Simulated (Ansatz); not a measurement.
C₃H₉BS, relaxed with RKS PBE-D4/def2-SVP in Ansatz from a rough embedded geometry. The force threshold is 0.03 eV/Å; the program also tests the step.

Charge 0, multiplicity 1. The bonds changed during the relaxation, so this is another structure than the one it started from.

Start:

```xyz
14

B    -0.279    1.317   -1.983
C    -1.000    0.127   -1.277
C    -0.490   -0.128    0.144
S     1.117   -0.819    0.231
C     1.268   -0.938    1.993
H    -0.230    2.414   -1.506
H     0.384    1.129   -2.951
H    -0.902   -0.793   -1.835
H    -2.081    0.441   -1.254
H    -0.544    0.858    0.730
H    -1.209   -0.813    0.633
H     1.165    0.115    2.441
H     0.523   -1.582    2.377
H     2.276   -1.328    2.258
```

```tsv
step	energy (eV)	largest force (eV/Å)	largest move (Å)
1	-14751.7216	2.238	0.000
2	-14751.9455	1.036	0.170
3	-14752.0558	0.355	0.082
4	-14752.0858	0.213	0.200
5	-14752.1038	0.185	0.166
6	-14752.1166	0.252	0.177
7	-14752.1270	0.221	0.147
8	-14752.1314	0.158	0.036
9	-14752.1530	0.135	0.196
10	-14752.1867	0.158	0.196
11	-14752.2228	0.406	0.197
12	-14752.2916	0.241	0.195
13	-14752.3628	0.276	0.194
14	-14752.4050	0.483	0.195
15	-14752.4326	0.180	0.082
16 (rejected)	-14752.4229	0.640	0.140
17	-14752.4408	0.048	0.070
18	-14752.4429	0.053	0.061
19	-14752.4438	0.036	0.038
20	-14752.4439	0.021	0.018
```

End:

```xyz
14

B     0.373    0.731   -1.247
C    -1.187    0.243   -1.243
C    -1.128   -0.512    0.092
S     0.682   -0.939    0.001
C     1.367   -0.370    1.584
H     0.637    1.665   -0.489
H     1.076    0.636   -2.243
H    -1.427   -0.455   -2.071
H    -1.955    1.044   -1.251
H    -1.251    0.157    0.966
H    -1.751   -1.420    0.234
H     1.047    0.671    1.776
H     1.049   -1.046    2.401
H     2.469   -0.405    1.490
```

It took 27 s on 4 threads of an Arm Neoverse V2 on a shared host, with 0.16 GiB of host memory at the peak.
